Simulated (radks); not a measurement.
Results of a calculation; reference values are marked as such.
All-electron atom: Mo5+ in [Kr] 4d1.

Code: a radial shooting solver on a logarithmic mesh with Libxc functionals. Model: scalar-relativistic Kohn-Sham, r2SCAN, spin-polarised, spherical densities, finite nucleus; open shells are filled with parallel spins first (spin-orbit coupling, left out, can overturn this in heavy ions); meta-GGA in the generalised Kohn-Sham scheme; Fermi nuclear charge, rms radius 4.4091 fm.

Energy parts (Ry):
part                        energy
total                  -8087.95231
kinetic                 8340.17563
electron-nucleus      -19311.14292
Hartree                 3126.85251
exchange-correlation    -243.83753

Orbitals (lengths in bohr, moments of r in powers of bohr; r(max) is where P^2 peaks):
orbital  occ.  eigenvalue (Ry)   r(max)      <r^4>     <r^2>      <r>
1s down     1        -1465.023  0.02287  7.225e-06  0.001670  0.03517
1s up       1        -1465.022  0.02287  7.225e-06  0.001670  0.03517
2s up       1        -212.0767   0.1295   0.001335   0.02782   0.1536
2s down     1        -212.0586   0.1295   0.001335   0.02782   0.1536
2p up       3        -189.9281   0.1036  0.0009591   0.02193   0.1340
2p down     3        -189.9152   0.1036  0.0009589   0.02193   0.1340
3s up       1        -40.54468   0.3828    0.06794    0.2094   0.4276
3s down     1        -40.53866   0.3829    0.06791    0.2094   0.4276
3p up       3        -33.21598   0.3767    0.07524    0.2147   0.4296
3p down     3        -33.20798   0.3767    0.07518    0.2147   0.4296
3d up       5        -21.33889   0.3232    0.08272    0.2066   0.4146
3d down     5        -21.32366   0.3233    0.08254    0.2065   0.4146
4s up       1         -9.54072   0.9808      2.547     1.316    1.081
4s down     1         -9.45684   0.9783      2.529     1.311    1.078
4p up       3         -7.49749    1.052      3.703     1.568    1.176
4p down     3         -7.40387    1.050      3.660     1.558    1.172
4d up       1         -4.48021    1.239      9.091     2.378    1.436
4d down     0         -4.35879    1.232      8.825     2.336    1.423

The highest occupied level is 4d up at -60.956 eV. The electron density at the nucleus is 9.263e+04 e/bohr^3 (large components only). The density falls to 0.001 e/bohr^3 at r = 2.79 bohr. Spin moment in Bohr magnetons: 1. Summed over all electrons, <r^2> = 18.35 bohr^2, which gives a Langevin (diamagnetic) susceptibility term of -14.5 x 10^-6 cm^3/mol.
